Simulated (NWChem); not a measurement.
Molecule: SiNH3, singlet; SMILES N[SiH]

All runs: NWChem. Low-valent species are run as closed-shell singlets; no triplet was tried in these runs. All runs use the structure optimised with PBE0/def2-SVP. Ions are spin-unrestricted doublets at the neutral geometry; other ion states weren't tried.

For level PBE/def2-SVP:

```
Item           Value
-------------  -----
−ε(HOMO) (eV)   5.14
```

Problem. What are these values for level B3LYP/def2-SVP?

Solution. The −ε(HOMO) (eV) is 6.04.
